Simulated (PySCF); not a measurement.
**Distorted geometries of BiI3**

BiI3 (singlet). PySCF 2.14.0, RKS r2SCAN, Bi def2-SVP with ECP60, I def2-SVP with ECP28; non-relativistic Hamiltonian with scalar-relativistic core potentials where named; density fitting; no spin-orbit coupling. Relaxed geometry:

```xyz
4

Bi    0.0030    0.9385    0.0000
I    -1.2578   -0.3713    2.1775
I    -1.2578   -0.3713   -2.1775
I     2.5191   -0.3575    0.0000
```

Task: Order these distorted geometries by energy above the relaxed one, lowest first.
A.
```xyz
4

Bi   -0.0921    0.8827    0.1550
I    -1.4512   -0.3838    1.9776
I    -1.1280   -0.1508   -2.2520
I     2.6779   -0.5098    0.1195
```
B.
```xyz
4

Bi    0.0090    0.7126    0.2124
I    -1.3434   -0.0933    2.1814
I    -1.2345   -0.5263   -2.3354
I     2.5755   -0.2547   -0.0584
```
C.
```xyz
4

Bi    0.0065    0.9707   -0.1199
I    -1.2818   -0.4728    2.4030
I    -1.2365   -0.3169   -2.3276
I     2.5184   -0.3427    0.0444
```

Result: C (0.33 eV), A (0.46 eV), B (0.94 eV).

Task: Which forces (eV/Å) act in the one that lies 0.46 eV up?

Result: 
```
Bi   2.57  0.99 -1.84
I   -1.41 -1.41  1.86
I   -0.10 -0.08 -0.09
I   -1.07  0.49  0.07
```
Forces carry noise of the integration grid, about 0.01 to 0.03 eV/Å.

No frequency check is given that shows the relaxed geometry to be a minimum.
